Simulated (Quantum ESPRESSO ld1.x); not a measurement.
The numbers below are computed, except where a source is named.
One sound ld1.x (Quantum ESPRESSO 7.5) input for the copper ion Cu2+ gives E = -1651.1659 hartree in 20 iterations:

```
 &input
    zed=29.0,
    iswitch=1,
    rel=1,
    lsd=1,
    dft='PW',
    config='[Ar] 3d9',
    prefix='ld1',
    max_out_wfc=37,
    file_charge='ld1.rho',
 /
```

Changed or added lines, one case at a time, and what came of them:

- tr2=1e-2: inaccurate. The cycle stops early, after 8 iterations, and the energy is off by +0.3954 hartree against the sound run.
- dx=0.06: inaccurate. The radial step is too large to integrate the orbitals; the run ends without a warning, but the energy is off by -0.0005145 hartree against the default mesh.
- relativistic=1: refused. The program stops in ld1_readin with "reading input namelist": the namelist holds a keyword that &input does not know.
- beta=0.001: not converged. So little new potential is mixed in that the limit of 200 iterations comes first; the energy is off by +0.001727 hartree.
- config='[Ar] 3d9 4s4': refused. The program stops in el_config with "wrong occupancy:4": an s shell holds at most 2 electrons.
- xmin=-20.0: usable despite the warning. The mesh starts very near the nucleus, where rounding noise keeps the residual above the threshold; the energy differs from the sound run by less than 1e-5 hartree.
- config='[Ar] 3d9 8s1': refused. The program stops in el_config with "wrong main quantum number": the config string takes n from 1 to 7 alone.
